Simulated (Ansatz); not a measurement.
Computed with Ansatz on PBE0-D4/def2-TZVP structures; ΔE is electronic, products minus reactants. CCSD(T)/CBS is the MP2 limit (def2-TZVPP, def2-QZVPP) plus CCSD(T) − MP2 in def2-TZVPP, frozen cores. This one scheme is used for every species. Functionals use def2-TZVPP. B3LYP here is the variant with VWN-RPA as its local correlation; programs differ in this. One conformer a species, not always the lowest.

`B[O][AlH][OH]` + `F[SiH2]N[SiH3]` → `BN([SiH3])[SiH2]F` + `[OH][AlH][OH]`  (ligand exchange at a B–O bond)

```tsv
level	ΔE (kcal/mol)
r2SCAN-D4	6.4
B3LYP	8.3
CCSD/def2-TZVPP	6.3
SCS-MP2/def2-QZVPP	5.9
```

What does CCSD(T)/CBS give? (An estimate is asked.)

Computed: +5.3 kcal/mol. The listed levels differ from it by 1.1, 3.0, 1.0, 0.6 kcal/mol.

Largest T1 diagnostic among the species: 0.014.

The D4 term adds −1.5 kcal/mol with B3LYP and −0.8 kcal/mol with PBE0; it sums over pairs of atoms, weighted by their polarisabilities, and B3LYP, whose exchange is more repulsive, gets the larger term. In def2-TZVPP, CCSD(T) changes the Hartree–Fock value by −5.1 kcal/mol (the triples alone add −0.8 kcal/mol) and MP2 by −5.7 kcal/mol.
